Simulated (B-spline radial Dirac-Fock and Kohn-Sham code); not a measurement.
ΔSCF core binding energies without Breit or QED terms, calculated with a radial atomic solver.

A sound run for the Cu atom, configuration 1s2 2s2 2p6 3s2 3p6 3d10 4s1: The ground state converged in 11 iterations, with total energy -1653.45512 Ha, virial ratio 1.98240 and highest orbital energy -6.66 eV. ΔSCF binding energies: K (1s) 9002.2 eV, L3 (2p3/2) 939.7 eV, M5 (3d5/2) 7.40 eV.

A second run, with one unsound setting: The ground state had not converged after 2 iterations, with total energy -1653.32191 Ha, virial ratio 1.97390 and highest orbital energy -5.92 eV. ΔSCF binding energies: K (1s) 9094.2 eV, L3 (2p3/2) 1015.1 eV, M5 (3d5/2) 37.57 eV (not all states converged, so these are not final).

```
iter   energy (Ha)        error
   1    -1652.84394235  1.05e+00
   2    -1653.32190727  8.91e-02
```

Q: Which fault fits the second run best?
A. too few quadrature points
B. too few iterations
C. functional not served
D. overfilled shell

A: B. The input had maxit = 2: maxit ends the run before self-consistency.
